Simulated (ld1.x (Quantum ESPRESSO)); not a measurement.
## An all-electron radial function and its pseudo partner (scandium (Sc))

Columns: radius, all-electron u(r) and pseudo u(r) of the 3d shell (level -3.35 eV) of scandium in the configuration [Ne] 3s2 3p6 3d1 4s2 4p0; BP86, scalar-relativistic, TM scheme, ld1.x (Quantum ESPRESSO) 7.5.

```json
{"r (bohr)": "0.109", "all-electron": "0.0291", "pseudo": "0.0058"}
{"r (bohr)": "0.218", "all-electron": "0.1294", "pseudo": "0.0437"}
{"r (bohr)": "0.327", "all-electron": "0.2609", "pseudo": "0.1315"}
{"r (bohr)": "0.436", "all-electron": "0.3890", "pseudo": "0.2650"}
{"r (bohr)": "0.545", "all-electron": "0.4977", "pseudo": "0.4196"}
{"r (bohr)": "0.654", "all-electron": "0.5826", "pseudo": "0.5626"}
{"r (bohr)": "0.763", "all-electron": "0.6438", "pseudo": "0.6687"}
{"r (bohr)": "0.872", "all-electron": "0.6830", "pseudo": "0.7285"}
{"r (bohr)": "0.981", "all-electron": "0.7039", "pseudo": "0.7484"}
{"r (bohr)": "1.090", "all-electron": "0.7106", "pseudo": "0.7421"}
{"r (bohr)": "1.199", "all-electron": "0.7066", "pseudo": "0.7234"}
{"r (bohr)": "1.308", "all-electron": "0.6950", "pseudo": "0.7013"}
{"r (bohr)": "1.417", "all-electron": "0.6780", "pseudo": "0.6794"}
{"r (bohr)": "1.526", "all-electron": "0.6574", "pseudo": "0.6575"}
{"r (bohr)": "1.635", "all-electron": "0.6346", "pseudo": "0.6346"}
{"r (bohr)": "1.744", "all-electron": "0.6105", "pseudo": "0.6105"}
{"r (bohr)": "1.853", "all-electron": "0.5858", "pseudo": "0.5858"}
{"r (bohr)": "1.962", "all-electron": "0.5611", "pseudo": "0.5611"}
{"r (bohr)": "2.071", "all-electron": "0.5367", "pseudo": "0.5367"}
{"r (bohr)": "2.180", "all-electron": "0.5130", "pseudo": "0.5130"}
{"r (bohr)": "2.289", "all-electron": "0.4901", "pseudo": "0.4901"}
{"r (bohr)": "2.398", "all-electron": "0.4680", "pseudo": "0.4680"}
{"r (bohr)": "2.507", "all-electron": "0.4468", "pseudo": "0.4468"}
{"r (bohr)": "2.616", "all-electron": "0.4264", "pseudo": "0.4264"}
{"r (bohr)": "2.725", "all-electron": "0.4069", "pseudo": "0.4069"}
{"r (bohr)": "2.834", "all-electron": "0.3883", "pseudo": "0.3883"}
```

**Question.** How many radial nodes do the two functions have?

**Answer.** The all-electron 3d function has n − l − 1 = 0; the pseudo-wave has 0.

**Question.** At about which radius was the pseudo-wave matched?

**Answer.** 1.66 bohr. The columns agree to 0.0005 from 1.53 bohr on; several derivatives are matched, so the curves merge somewhat inside the radius.

**Question.** Is the pseudo-wave norm-conserving?

**Answer.** Yes: the TM scheme keeps the norm inside the radius equal to the all-electron one, which fixes the energy derivative of the logarithmic derivative at the level.
